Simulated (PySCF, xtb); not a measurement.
C4H8OSi, SMILES CC1=C[C@H]([SiH3])O1.

Harmonic wavenumbers (cm⁻¹) from GFN2-xTB (xtb) at its own minimum, in rising order: 79, 101, 114, 193, 297, 326, 515, 527, 557, 694, 711, 754, 764, 774, 789, 967, 980, 992, 1025, 1062, 1101, 1159, 1204, 1262, 1389, 1456, 1468, 1706, 2261, 2290, 2293, 2955, 3002, 3017, 3053, 3189.

Q: What does PBE-D3(BJ)/def2-SVP run with PySCF give at its own minimum? (Estimate from the structure and the level; the computed values follow.)

A: 100, 136, 158, 211, 294, 339, 510, 560, 608, 655, 694, 776, 865, 880, 906, 914, 928, 938, 1005, 1034, 1091, 1131, 1190, 1254, 1339, 1385, 1402, 1665, 2158, 2167, 2189, 2969, 2996, 3043, 3094, 3215. Paired by order, the mean absolute difference is 43 cm⁻¹ and the zero-point energies are 64.4 and 64.0 kcal/mol.
